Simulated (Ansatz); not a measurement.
Ansatz (a quantum-chemistry and plane-wave program) input (HF/aug-cc-pV(Q+d)Z):
A basis named .json is the Basis Set Exchange file of that set.

Ansatz 0.2 input:
```yaml
crystal:
  periodic: [false, false, false]
  atoms:
    - {symbol: N, position_ang: [1.07238702, -0.44618538, -0.28071827]}
    - {symbol: Si, position_ang: [-0.43296683, 0.14426791, 0.08398509]}
    - {symbol: H, position_ang: [1.84356810, 0.03667354, 0.17499523]}
    - {symbol: H, position_ang: [-0.96645901, 0.12121007, 1.52536090]}
    - {symbol: H, position_ang: [-1.49683899, -0.64256067, -0.64344776]}
    - {symbol: H, position_ang: [-0.82544356, 1.58822401, -0.26767180]}
basis:
  gaussian:
    orbitals: aug-cc-pV_Q+d_Z.json
hamiltonian:
  xc: hf
total_charge: -1
```

End of the output:

```
integrals: 0.25 GiB planned
1021 factors; their error is unknown
mean field: 1.62 GiB planned
mean field evaluation 1: about -9406.4001 eV, gradient 2.2e1 eV
mean field evaluation 2: about -9407.4366 eV, gradient 1.3e1 eV
mean field evaluation 4: about -9407.8618 eV, gradient 6.1e-1 eV
mean field evaluation 8: about -9407.9069 eV, gradient 2.5e-1 eV
mean field -9407.90705123 eV, -345.7342072244 hartree, gradient 1.9e-5 eV, S^2 0.000000; 0 other end points of the search recorded, 0 dependent functions left out
reference -9407.90705123 eV, -345.7342072244 hartree; 13, 13 occupied and 340, 340 virtual orbitals, 1021 factors
Total energy: -9407.90705123 eV, -345.7342072244 hartree
```
